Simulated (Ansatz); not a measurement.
`CC(C)[CH2][Ga]([F])[F]`, relaxed with RKS PBE0-D4/def2-TZVP in Ansatz 0.2.0 from a GFN2-xTB geometry. The force threshold is 0.005 eV/Å; the program also tests the step.

The species carries charge 0 and has multiplicity 1.

Start:

```xyz
16

C     0.049   -1.060   -1.220
C    -0.821   -0.255   -0.261
C    -0.779   -0.859    1.139
C    -0.379    1.195   -0.228
Ga    1.569    1.385    0.418
F     2.293    2.995    0.471
F     2.771    0.207    0.963
H    -0.283   -2.094   -1.271
H     0.015   -0.636   -2.222
H     1.085   -1.046   -0.867
H    -1.858   -0.272   -0.623
H    -1.416   -0.300    1.822
H     0.249   -0.830    1.514
H    -1.111   -1.894    1.125
H    -0.406    1.664   -1.213
H    -0.979    1.800    0.454
```

Question: By how much does the energy fall, and how many steps does the optimiser take? (An estimate is asked.)

Answer: Ansatz gave: 2.67 kcal/mol, in 11 steps, 2 of them rejected.

Question: Which bonds change most? (Best estimate.)

Answer: Ansatz gave: C4–Ga5 from 2.062 to 1.952 Å; Ga5–F6 from 1.766 to 1.750 Å; Ga5–F7 from 1.769 to 1.753 Å; C2–C4 from 1.516 to 1.526 Å.

Question: Give the relaxed structure. (Estimate.)

Answer: The calculation gave: 
```xyz
16

C     0.059   -1.071   -1.217
C    -0.778   -0.251   -0.247
C    -0.764   -0.867    1.144
C    -0.329    1.206   -0.217
Ga    1.508    1.468    0.389
F     2.289    3.031    0.491
F     2.619    0.215    0.909
H    -0.317   -2.094   -1.294
H     0.050   -0.636   -2.220
H     1.099   -1.132   -0.878
H    -1.815   -0.256   -0.608
H    -1.370   -0.285    1.845
H     0.257   -0.920    1.537
H    -1.159   -1.885    1.128
H    -0.392    1.669   -1.207
H    -0.959    1.809    0.445
```
